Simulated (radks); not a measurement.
The numbers below are computed, except where a source is named.
Orbital eigenvalues (eV) of the scandium ion Sc3+, [Ar], at several levels of relativity; Dirac values are averaged over j with weights 2j + 1. Spin-unpolarised spherical Kohn-Sham, PBE, point nucleus unless stated (finite: rms radius 3.5459 fm), a radial shooting solver on a logarithmic mesh with Libxc functionals. A level marked "c x" has the speed of light scaled by that factor and shares open shells by 2j + 1; other Dirac levels either fill j = l - 1/2 first or share by 2j + 1.

| shell | non-rel. | Dirac, c x 0.75 | Dirac, c x 3 | Dirac, c x 5 | change of magnitude, last against first (%) |
|---|---|---|---|---|---|
| 1s | -4403.4 | -4449.6 | -4406.2 | -4404.4 | +0.02 |
| 2s | -502.78 | -511.15 | -503.29 | -502.96 | +0.04 |
| 2p | -420.90 | -421.65 | -420.94 | -420.91 | 0.00 |
| 3s | -85.789 | -86.925 | -85.858 | -85.813 | +0.03 |
| 3p | -64.573 | -64.616 | -64.575 | -64.574 | 0.00 |
